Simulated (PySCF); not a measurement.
(Br2Al-mu-OH)2

Geometry (Å), atoms numbered from 1 in this order:
```xyz
10

Al    1.2989   -0.0053   -0.4987
Br    2.8348    1.2877    0.5053
Br    1.7673   -1.2956   -2.2741
O     0.2837   -0.9225    0.7434
Al   -1.2994    0.0045    0.4968
Br   -1.7579    1.2986    2.2733
Br   -2.8417   -1.2873   -0.4976
O    -0.2858    0.9185   -0.7490
H     0.5073   -1.6460    1.3357
H    -0.5072    1.6475   -1.3352
```

Computed, not measured: PySCF 2.14.0, GIAO BP86/def2-SVP magnetisability, rotational g tensor and spin-rotation constants, non-relativistic, gas phase. Geometry: GFN2-xTB.

The calculation is non-relativistic, which matters for the atoms heavier than Zn.

(1) Give the nuclear spin-rotation constants along the inertial axes (H = +C I·J) beside the isotropic shieldings.

Answers

(1) Rotational constants 0.3938, 0.2430, 0.1555 GHz. A star marks the isotopologue with that one atom substituted, in its own axes.
```csv
atom,isotope,Caa (kHz),Cbb (kHz),Ccc (kHz),mean (kHz),σ (ppm)
Al1,27Al,0.213,0.091,0.086,0.130,478.1
Br2,79Br,0.316,0.074,0.140,0.177,2682.3
Br3,79Br,0.316,0.074,0.140,0.177,2682.5
Al5,27Al,0.213,0.091,0.086,0.130,478.1
Br6,79Br,0.317,0.074,0.141,0.177,2682.0
Br7,79Br,0.316,0.074,0.140,0.177,2682.6
H9,1H,-0.049,-0.036,0.005,-0.026,28.9
H10,1H,-0.049,-0.036,0.005,-0.026,28.9
O4,17O*,-0.038,-0.027,-0.019,-0.028,261.2
```
For the geometry as given, no vibrational averaging.
